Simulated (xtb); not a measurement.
SiH₂Cl₂, SMILES [SiH2](Cl)Cl. All values are semi-empirical tight-binding results from xtb (GFN2-xTB unless named), good for trends rather than for accurate numbers. Geometry: GFN2-xTB. The isomer is the one that the SMILES or the coordinates give; other isomers of the formula were not compared.

Optimised geometry:

Bonded distances (Å): Si1–Cl2 2.009, Si1–Cl3 2.009, Si1–H4 1.455, Si1–H5 1.455. Angles (°): Cl2–Si1–Cl3 109.6, Cl2–Si1–H4 108.7, Cl2–Si1–H5 108.7, Cl3–Si1–H4 108.7, Cl3–Si1–H5 108.7, H4–Si1–H5 112.5.
Charge 0, spin multiplicity 1.

### Question
Estimate the properties. (Estimate from the structure and the level; the computed values follow.)

### Answer

```
Quantity                                              Result
---------------------------------------------  -------------
point group as xtb finds it                              C2v
orbital gap                                          6.08 eV
dipole moment                                         1.63 D
zero-point energy                              11.9 kcal/mol
G − E(el) at 298.15 K (modified RRHO)          -5.5 kcal/mol
static polarisability (D4 model)                  57.4 bohr³
solvation energy, GFN2-xTB/ALPB(water)         -0.3 kcal/mol
solvation energy, GFN2-xTB/ALPB(acetonitrile)  -1.9 kcal/mol
```

### Question
Give the atomic charges and the Wiberg bond orders between heavy atoms. (The exact figures need the calculation; the answer reports its results.)

### Answer
charges (e) Si1 0.51, Cl2 -0.21, Cl3 -0.21, H4 -0.04, H5 -0.04. Bond orders Si1–Cl2 1.14, Si1–Cl3 1.14.
